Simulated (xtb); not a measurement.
H₄NSi (SMILES [NH][SiH3]), doublet, geometry from GFN2-xTB; xtb with GFN2-xTB.

The xtb input:
```
$ xtb mol.xyz --gfn 2 --chrg 0 --uhf 1 --json

# file mol.xyz
6

N      1.07284404    -0.47233394    -0.03757332
Si    -0.46623376     0.17659403     0.02505938
H      1.90814349     0.00985181    -0.32564380
H     -0.91969709    -0.03779712     1.41254787
H     -1.29533293    -0.71428448    -0.80899513
H     -0.67574904     1.57625096    -0.36572701
```

The log (banner, timings and long lists left out):

```
   ID    Z sym.   atoms
    1    7 N      1
    2   14 Si     2
    3    1 H      3-6

           -------------------------------------------------
          |                Calculation Setup                |
           -------------------------------------------------

           -------------------------------------------------
          |                 G F N 2 - x T B                 |
           -------------------------------------------------

          ...................................................
          :                      SETUP                      :
          :.................................................:
          :  # basis functions                  18          :
          :  # atomic orbitals                  17          :
          :  # shells                            9          :
          :  # electrons                        13          :
          :  max. iterations                   250          :
          :  Hamiltonian                  GFN2-xTB          :
          :  restarted?                      false          :
          :  GBSA solvation                  false          :
          :  PC potential                    false          :
          :  electronic temp.          300.0000000     K    :
          :  accuracy                    1.0000000          :
          :  -> integral cutoff          0.2500000E+02      :
          :  -> integral neglect         0.1000000E-07      :
          :  -> SCF convergence          0.1000000E-05 Eh   :
          :  -> wf. convergence          0.1000000E-03 e    :
          :  Broyden damping             0.4000000          :
          :  net charge                          0          :
          :  unpaired electrons                  1          :
          ...................................................

 iter      E             dE          RMSdq      gap      omega  full diag
   1     -6.6294553 -0.662946E+01  0.617E+00    5.38       0.0  T
   2     -6.6741588 -0.447035E-01  0.320E+00    6.41       1.0  T
   3     -6.6720912  0.206757E-02  0.179E+00    5.83       1.0  T
   4     -6.6764538 -0.436256E-02  0.139E+00    6.39       1.0  T
   5     -6.6810076 -0.455375E-02  0.339E-01    6.20       1.0  T
   6     -6.6813244 -0.316833E-03  0.223E-01    6.29       1.0  T
   7     -6.6814792 -0.154841E-03  0.724E-02    6.24       1.0  T
   8     -6.6814875 -0.827276E-05  0.276E-02    6.25       1.5  T
   9     -6.6814882 -0.745557E-06  0.190E-02    6.25       2.1  T
  10     -6.6814887 -0.436708E-06  0.381E-03    6.25      10.7  T
  11     -6.6814887 -0.368187E-07  0.227E-03    6.25      18.0  T
  12     -6.6814887 -0.661670E-08  0.905E-04    6.25      45.1  T
  13     -6.6814887 -0.138445E-08  0.626E-04    6.25      65.2  T

   *** convergence criteria satisfied after 13 iterations ***

         :::::::::::::::::::::::::::::::::::::::::::::::::::::
         ::                     SUMMARY                     ::
         :::::::::::::::::::::::::::::::::::::::::::::::::::::
         :: total energy              -6.612793788958 Eh    ::
         :: gradient norm              0.000016827772 Eh/a0 ::
         :: HOMO-LUMO gap              6.250252609437 eV    ::
         ::.................................................::
         :: SCC energy                -6.681488509920 Eh    ::
         :: -> isotropic ES            0.019038835327 Eh    ::
         :: -> anisotropic ES          0.003568307031 Eh    ::
         :: -> anisotropic XC          0.008097504977 Eh    ::
         :: -> dispersion             -0.002083928970 Eh    ::
         :: repulsion energy           0.068694720963 Eh    ::
         :: add. restraining           0.000000000000 Eh    ::
         :: total charge              -0.000000000000 e     ::
         :::::::::::::::::::::::::::::::::::::::::::::::::::::

           -------------------------------------------------
          |                Property Printout                |
           -------------------------------------------------

    * Orbital Energies and Occupations

         #    Occupation            Energy/Eh            Energy/eV
      -------------------------------------------------------------
         1        2.0000           -0.7108187             -19.3424
         2        2.0000           -0.5566014             -15.1459
         3        2.0000           -0.4649816             -12.6528
         4        2.0000           -0.4337460             -11.8028
         5        2.0000           -0.4241965             -11.5430
         6        1.8745           -0.3905319             -10.6269
         7        1.1255           -0.3868428             -10.5265 (HOMO)
         8                         -0.1571502              -4.2763 (LUMO)
         9                         -0.1565724              -4.2606
        10                         -0.1428208              -3.8864
        11                         -0.0363482              -0.9891
        12                         -0.0048839              -0.1329
        13                          0.1480921               4.0298
        14                          0.4514638              12.2850
        15                          0.6583524              17.9147
        16                          0.6663335              18.1319
        17                          0.7204730              19.6051
      -------------------------------------------------------------
                  HL-Gap            0.2296926 Eh            6.2503 eV
             Fermi-level           -0.3303419 Eh           -8.9891 eV

     #   Z          covCN         q      C6AA      α(0)
     1   7 N        1.682    -0.358    29.993     8.091
     2  14 Si       3.568     0.433   100.331    19.270
     3   1 H        0.861     0.158     1.350     1.820
     4   1 H        0.915    -0.063     4.416     3.287
     5   1 H        0.915    -0.063     4.416     3.287
     6   1 H        0.917    -0.107     5.807     3.769

 Mol. C6AA /au·bohr⁶  :        532.902172
 Mol. C8AA /au·bohr⁸  :      18605.923013
 Mol. α(0) /au        :         39.523911

Wiberg/Mayer (AO) data.
largest (>0.10) Wiberg bond orders for each atom

 ---------------------------------------------------------------------------
     #   Z sym  total        # sym  WBO       # sym  WBO       # sym  WBO
 ---------------------------------------------------------------------------
     1   7 N    2.652 --     2 Si   1.447     3 H    0.958     4 H    0.110
                             5 H    0.110
     2  14 Si   3.940 --     1 N    1.447     6 H    0.874     4 H    0.803
                             5 H    0.803
     3   1 H    0.973 --     1 N    0.958
     4   1 H    0.960 --     2 Si   0.803     1 N    0.110
     5   1 H    0.960 --     2 Si   0.803     1 N    0.110
     6   1 H    0.965 --     2 Si   0.874
 ---------------------------------------------------------------------------

Topologies differ in total number of bonds
Writing topology from bond orders to xtbtopo.mol

molecular dipole:
                 x           y           z       tot (Debye)
 q only:       -0.141       0.238      -0.049
   full:       -0.263       0.506      -0.110       1.476
molecular quadrupole (traceless):
                xx          xy          yy          xz          yz          zz
 q only:        1.116       1.085      -1.094      -0.532       0.127      -0.022
  q+dip:        1.787       1.698      -1.522      -0.886       0.055      -0.265
   full:        1.620       2.362      -1.939      -0.953       0.264       0.320

           -------------------------------------------------
          | TOTAL ENERGY               -6.612793788958 Eh   |
          | GRADIENT NORM               0.000016827772 Eh/α |
          | HOMO-LUMO GAP               6.250252609437 eV   |
           -------------------------------------------------

normal termination of xtb
```
